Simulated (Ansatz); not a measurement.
Breaking a bond: In2(mu-Cl)2(Me)4, C4H12Cl2In2, singlet. The In1–C17 bond (In1 also carries C, Cl, Cl; C17 carries H, H, H) is stretched with both fragments frozen at the PBE0/def2-SVP, def2 effective core potentials past Kr optimised geometry.

- RKS-PBE = restricted PBE/def2-SVP, def2 effective core potentials past Kr run with Ansatz (a quantum-chemistry and plane-wave program)
- UKS-PBE = Ansatz with unrestricted PBE/def2-SVP, def2 effective core potentials past Kr
- RKS-B3LYP = restricted B3LYP/def2-SVP, def2 effective core potentials past Kr (Ansatz)
- UKS-PBE0 = unrestricted PBE0/def2-SVP, def2 effective core potentials past Kr (Ansatz)

Energies relative to the lowest point of each curve near equilibrium, in kcal/mol; the last columns give the difference from UKS-PBE0:

| R / Å | RKS-PBE | UKS-PBE | RKS-B3LYP | UKS-PBE0 | RKS-PBE − UKS-PBE0 | UKS-PBE − UKS-PBE0 | RKS-B3LYP − UKS-PBE0 |
|---|---|---|---|---|---|---|---|
| 1.76 | 41.0 | 41.0 | 42.3 | 39.8 | 1.2 | 1.2 | 2.5 |
| 1.88 | 16.6 | 16.6 | 17.2 | 15.5 | 1.1 | 1.1 | 1.7 |
| 2.02 | 3.4 | 3.4 | 3.6 | 2.8 | 0.6 | 0.6 | 0.8 |
| 2.08 | 1.0 | 1.0 | 1.1 | 0.7 | 0.3 | 0.3 | 0.4 |
| 2.14 | 0.0 | 0.0 | 0.0 | 0.0 | 0.0 | 0.0 | 0.0 |
| 2.23 | 0.5 | 0.5 | 0.4 | 1.0 | -0.5 | -0.5 | -0.5 |
| 2.30 | 2.0 | 2.0 | 2.0 | 2.9 | -0.9 | -0.9 | -1.0 |
| 2.44 | 7.1 | 7.1 | 7.2 | 8.9 | -1.9 | -1.9 | -1.7 |
| 2.58 | 13.7 | 13.7 | 14.0 | 16.5 | -2.8 | -2.8 | -2.5 |
| 2.81 | 25.5 | 25.5 | 26.4 | 30.0 | -4.5 | -4.5 | -3.6 |
| 3.11 | 40.3 | 40.3 | 42.1 | 46.9 | -6.7 | -6.7 | -4.9 |
| 3.52 | 56.8 | 56.7 | 59.9 | 61.7 | -5.0 | -5.0 | -1.8 |
| 3.99 | 70.2 | 66.2 | 74.9 | 68.2 | 2.1 | -2.0 | 6.7 |
| 4.46 | 79.2 | 69.7 | 85.3 | 70.5 | 8.7 | -0.8 | 14.8 |
| 5.27 | 87.6 | 71.5 | 95.7 | 71.7 | 15.9 | -0.1 | 24.1 |
| 6.22 | 91.5 | 72.0 | 101.3 | 71.9 | 19.6 | 0.0 | 29.4 |

RKS-PBE is furthest from UKS-PBE0 at 6.22 (19.6 kcal/mol, above); its mean absolute difference over the points is 4.5 kcal/mol.

UKS-PBE is furthest from UKS-PBE0 at 3.11 (-6.7 kcal/mol, below); its mean absolute difference over the points is 1.8 kcal/mol.

RKS-B3LYP is furthest from UKS-PBE0 at 6.22 (29.4 kcal/mol, above); its mean absolute difference over the points is 6.0 kcal/mol.

The restricted form behind RKS-PBE, RKS-B3LYP keeps the bonding electrons paired and can't separate into open-shell fragments. The unrestricted determinant behind UKS-PBE, UKS-PBE0 is spin-contaminated at 3.52 to 6.22 Å (<S²> up to 1.0, against 0.00 for a pure singlet).
